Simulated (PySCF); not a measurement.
Isomers of C2H5FO2Si, one GFN2-xTB conformer each. Single-point energies are computed at PBE0/pcSseg-1 (PySCF, gas phase, no added dispersion term), electronic only.

Question: Rank them by PBE0/pcSseg-1 energy, lowest first (kcal/mol).
A. `[CH3:1][O:2][Si@@H:3]([F:4])[CH:5]=[O:6]` with C1–O2–Si3–F4 57°, O2–Si3–C5–O6 157°
B. `[CH3:1][O:2][C:3](=[O:4])[SiH2:5][F:6]` with C1–O2–C3–O4 1°, O2–C3–Si5–F6 47°
C. `[CH3:1][C:2](=[O:3])[O:4][SiH2:5][F:6]` with C1–C2–O4–Si5 180°, C2–O4–Si5–F6 180°

Answer: C (0.0), A (31.9), B (38.0).

As drawn, the lowest has an Si–O bond, which the highest lacks; the highest has an Si–C bond, which the lowest lacks. GFN2-xTB itself gives, in the same order: 0.0, 46.5, 48.8. Both levels put the same isomer lowest; measured from each level's own lowest isomer, the values differ by up to 14.6 kcal/mol (CO[Si@@H](F)C=O: 46.5 against 31.9).

Question: Which frontier levels, dipoles and rotational constants go with these structures?

Answer: 
```json
{"SMILES": "CC(=O)O[SiH2]F", "HOMO (eV, PBE0/pcSseg-1)": "-8.41", "LUMO (eV)": "-0.11", "dipole (D)": "0.98", "A, B, C (MHz)": "7267, 1635, 1368"}
{"SMILES": "CO[Si@@H](F)C=O", "HOMO (eV, PBE0/pcSseg-1)": "-7.15", "LUMO (eV)": "-1.74", "dipole (D)": "3.65", "A, B, C (MHz)": "5321, 1765, 1433"}
{"SMILES": "COC(=O)[SiH2]F", "HOMO (eV, PBE0/pcSseg-1)": "-7.95", "LUMO (eV)": "-1.02", "dipole (D)": "1.47", "A, B, C (MHz)": "5395, 1798, 1455"}
```
